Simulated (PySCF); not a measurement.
C₂V, SMILES [C]1[C][V]1 (connectivity only; charge and spin as stated), neutral, multiplicity 4.

Geometry optimised at B3LYP-D3(BJ)/def2-TZVP. The spin state was assumed, not searched.

Two levels are set side by side: PBE/def2-TZVPD (PySCF) and ωB97X/def2-TZVPD (PySCF). Same geometry, gas phase. Differences are taken from unrounded values.

```
quantity                     ωB97X   PBE  PBE minus ωB97X
---------------------------  -----  ----  ---------------
α-spin orbital gap (eV)       7.91  0.95            -6.96
β-spin orbital gap (eV)       7.77  2.92            -4.85
dipole moment (D)             7.63  5.83            -1.80
mean polarisability (bohr³)   59.2  68.3              9.1
```

Loosely held outer electrons make PBE densities more polarisable. Differences between two approximate levels are no errors against the true value.

Rough cost on one machine, each run with all the roots and properties that it gave: ωB97X against PBE within a factor of 2.
